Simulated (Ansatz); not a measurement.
Species: PbH$_{3}$, charge 0, multiplicity 2. 
Coordinates optimised at B3LYP-D3(BJ)/def2-TZVP (Ansatz, a first-principles code):
```
Pb
H 1 1.7959
H 1 1.7959 2 108.31
H 1 1.7959 2 108.31 3 -117.26
```
Charge 0, spin multiplicity 2.

Computed values are from Ansatz. Correlated levels leave the core frozen unless marked. UHF or UKS for open shells. No spin-orbit coupling. The frozen core is the preceding noble-gas configuration, with the filled d and f shells of earlier blocks. Past Kr the def2 sets carry scalar-relativistic core potentials. CBS marks a two-point X^-3 extrapolation of the correlation energy; Hartree-Fock from the larger set.

### Question
What is the dipole moment at CCSD(T)/def2-SVPD?

### Answer
0.67 D.

### Question
What is the atomisation energy De at CCSD(T)/CBS(def2-TZVPPD,def2-QZVPPD)?

### Answer
645.0 kJ/mol.

### Question
What is the T1 diagnostic at CCSD/def2-QZVPPD?

### Answer
0.015.

### Question
What is the total energy at CCSD(T)/CBS(def2-TZVPPD,def2-QZVPPD)?

### Answer
-193.6340 Eh.
